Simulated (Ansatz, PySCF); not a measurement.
System: CSi, net charge 0, triplet state. 
Structure (B3LYP-D3(BJ)/def2-TZVP (Ansatz, a program for electronic structure) minimum search):
```
Si
C 1 1.7136
```
Charge 0, spin multiplicity 3.

Total electronic energies in hartree. Valence correlation only, unless marked. UHF or UKS for open shells. No spin-orbit coupling. Non-relativistic. CBS(X,Y): correlation extrapolated as X^-3; Hartree-Fock from the larger set (for Q and 5 zeta extrapolated as (X+1)exp(-9√X)).

The UHF reference is spin-contaminated (<S^2> 0.53 over the pure value in the largest basis). The T1 diagnostic of CCSD in the largest basis is 0.092, which is high, so the coupled-cluster rows are less sure than usual.

```csv
level,program,energy (Eh)
HF/6-31G*,Ansatz,-326.60510
HF/aug-cc-pV(D+d)Z,Ansatz,-326.63137
HF/cc-pV(5+d)Z,Ansatz,-326.65121
RI-HF/def2-QZVPP,Ansatz,-326.65085
revPBE-D3(BJ)/def2-TZVPD,Ansatz + dftd3,…
M06-L-D4/def2-TZVPD,PySCF + dftd4,-327.37921
PW6B95-D4/def2-TZVPD,PySCF + dftd4,…
wB97X/def2-TZVPD,Ansatz,-327.36312
MP2/STO-3G,Ansatz,-322.83125
MP2/6-31G*,Ansatz,-326.73094
MP2/aug-cc-pV(D+d)Z,Ansatz,-326.76704
MP2/cc-pVTZ,Ansatz,-326.80602
MP2/cc-pV(5+d)Z,Ansatz,-326.83044
RI-MP2/def2-QZVPPD,Ansatz,-326.82510
CCSD/STO-3G,Ansatz,-322.87503
CCSD/def2-QZVPP,Ansatz,-326.86707
"CCSD/CBS(def2-TZVPPD,def2-QZVPPD)",Ansatz,-326.8740
CCSD(T)/def2-TZVPPD,Ansatz,-326.86165
CCSD(T)/cc-pV(Q+d)Z,Ansatz,-326.88091
CCSD(T)/def2-QZVPP,Ansatz,-326.88149
CCSD(T)/cc-pV(5+d)Z,Ansatz,-326.88561
CCSDT(Q)/cc-pV(D+d)Z,Ansatz,-326.81885
"CCSD(T)/CBS(cc-pV(Q+d)Z,cc-pV(5+d)Z)",Ansatz,-326.8897
```

Problem. Some entries are withheld; supply them.

Solution. 
- revPBE-D3(BJ)/def2-TZVPD, energy (Eh): -327.33189
- PW6B95-D4/def2-TZVPD, energy (Eh): -327.70003
